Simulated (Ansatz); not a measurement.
Reaction (cleavage of the Sn–Sn bond): `[SnH3][SnH3]` + H–F → `[F][SnH3]` + `[SnH4]`

Program: Ansatz. Geometries: PBE0-D4/def2-TZVP. ΔE: electronic, gas phase. CCSD(T)/CBS adds triple-zeta CCSD(T) − MP2 to the extrapolated MP2 energy (def2 sets, frozen cores). This one scheme is used for every species. DFT in def2-TZVPP. def2 core potentials past Kr. For Sn outer-core shells are correlated without core-valence functions, which leaves a few kJ/mol of doubt a bond.

CCSD(T)/CBS gives +0.24 eV.

Another level gave +0.01 eV. Which?
A. HF/def2-TZVPP
B. PBE/def2-TZVPP
C. B2PLYP/def2-TZVPP
D. CAM-B3LYP-D4/def2-TZVPP

D. CAM-B3LYP-D4 0.01, HF/def2-TZVPP -0.07, B2PLYP 0.08, PBE 0.14 eV.

Largest T1 diagnostic among the species: 0.014.

Leaving LDA and LC-ωPBE aside and taking each functional with its dispersion term where it has one, the values, not all of them listed here, spread over 0.41 eV, from B97M-V to HSE06-D4. LDA lies +0.12 eV from PBE without D4. From PBE to PBE0 (25 % exact exchange), in def2-TZVPP and without D4, ΔE moves by +0.05 eV. In def2-TZVPP, CCSD(T) changes the Hartree–Fock value by +0.24 eV (the triples alone add +0.01 eV) and MP2 by +0.33 eV.
